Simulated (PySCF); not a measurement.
Mg(NMe2)(SeH) (C2H7MgNSe), SMILES [SeH][Mg][N](C)C.

Geometry optimised at PBE-D3(BJ)/def2-SVP. The values are those of a single conformer.

Vertical ionisation energy (IE) and electron affinity (EA) in eV. Rows of orbital energies are one-electron estimates. Where ΔSCF, EOM or ADC give a negative EA the extra electron is unbound and the value depends on the basis.

| level | IE | EA |
|---|---|---|
| −ε(HOMO), −ε(LUMO), r2SCAN/def2-TZVP (PySCF) | 4.60 | 1.62 |
| −ε(HOMO), −ε(LUMO), PBE/def2-TZVP (PySCF) | 4.41 | 2.00 |
